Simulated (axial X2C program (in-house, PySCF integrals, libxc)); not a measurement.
## Worked dissociation energy of InTe⁻: HF, without spin–orbit coupling

All values were computed with an in-house all-electron X2C program for linear molecules (integrals from PySCF). Spin-free means the one-electron spin-free X2C Hamiltonian. Basis: Te dyall-acv3z [12s13p9d5f1g], In dyall-acv3z [12s13p10d5f1g] (cores contracted in-house); Gaussian nuclei, density fitting, unrestricted open shells. Masses: Te 129.906 u, In 114.904 u.

Molecular state: M_S = 0, Λ = 0 (closed shell).

```
E(Te-) (2M_S = 1, M_L = 0) : -6790.986852 hartree
E(In) (2M_S = 1, M_L = 0)  : -5878.321478 hartree
E(InTe⁻) at Re             : -12669.381187 hartree
ωe                         : 210.3 cm⁻¹
ωexe                       : 0.333 cm⁻¹
```

Question: Work out De and D0.

Answer: De = -6790.986852 + (-5878.321478) − (-12669.381187) = 0.07286 hartree = 1.983 eV. The zero-point energy is ωe/2 − ωexe/4 = 105 cm⁻¹ = 0.013 eV, so D0 = 1.970 eV.

One determinant describes the state; a PBE0 search over occupations chose it and may have missed a lower one. Closed shells are restricted here (equal orbitals for both partners); the stretched side of such a curve lies too high. Dissociation energies refer to the lowest single-determinant-based atoms at the same level and basis. Spin–orbit coupling changes these values markedly for this molecule (Re by over 0.02 Å or De by over 0.25 eV), so the spin-free numbers are a model. Spin-free De lacks the spin–orbit lowering of the heavy p-block atom, a tenth of an eV or more for 4p and 5p, up to an eV for 6p and one to two eV for 7p atoms, less what an open-shell molecule gains itself. Hartree–Fock gets electron affinities wrong, so its lowest charge split need not be the true one.

Hartree–Fock lacks correlation and underbinds, often by eV.

Each atomic determinant is the lowest at this level and need not be a pure term. Totals compare only within one Hamiltonian and basis.
